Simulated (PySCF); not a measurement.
# Magnetisability: `Fc1c[nH]c([SiH3])[nH+]1`, [C$_{3}$H$_{6}$FN$_{2}$Si]+, charge +1

Cartesian coordinates in Å; atom numbers follow the order of the lines, from 1:
```xyz
13

F    -2.781   -1.437   -0.420
C    -1.799   -0.611   -0.189
C    -1.795    0.708    0.155
N    -0.476    1.046    0.264
C     0.312    0.004    0.005
Si    2.252   -0.019    0.029
N    -0.501   -1.024   -0.275
H    -2.606    1.388    0.318
H    -0.142    1.968    0.509
H     2.603   -0.399   -1.333
H     2.572    1.356    0.391
H     2.566   -1.017    1.042
H    -0.209   -1.963   -0.515
```

Total charge +1.

The calculation used GIAO wB97X/cc-pVDZ magnetisability, rotational g tensor and spin-rotation constants, non-relativistic, gas phase (PySCF 2.14.0). Geometry: GFN2-xTB.

For an ion the centre-of-mass motion in the field is neglected.

Question: What are the magnetisability and the molar susceptibility?

Answer: Isotropic -1074 × 10⁻³⁰ J/T², or -64.7 × 10⁻⁶ cm³/mol; principal values -1437, -967, -818 × 10⁻³⁰ J/T², anisotropy 559 × 10⁻³⁰ J/T² (root of half the summed squared differences of the principal values). The susceptibility is in cgs units.

Question: Split it along the inertial axes a, b, c into diamagnetic and paramagnetic parts about the centre of mass, with the quadrupole moment.

Answer: 
```csv
axis,χ (10⁻⁶ cm³/mol),diamagnetic (10⁻⁶ cm³/mol),paramagnetic (10⁻⁶ cm³/mol),summed x² of all electrons (Å²),quadrupole Θ (D Å)
a,-58.1,-282.0,223.9,218.7,+7.69
b,-49.4,-981.7,932.3,53.7,+8.31
c,-86.5,-1155.7,1069.2,12.7,-15.99
```
Anisotropies 2χaa − χbb − χcc = +19.7 and 2χbb − χaa − χcc = +45.8 × 10⁻⁶ cm³/mol. Θ is traceless in Buckingham's convention.

Question: And the rotational g tensor?

Answer: 
```tsv
axis	rotational constant (GHz)	g	nuclear part	electronic part
a	6.0956	-0.0287	0.6124	-0.6411
b	1.2463	-0.0112	0.5347	-0.5459
c	1.0478	+0.0159	0.5422	-0.5263
```
Asymmetric top; isotopes 12C, 19F, 1H, 14N, 28Si; no vibrational averaging.
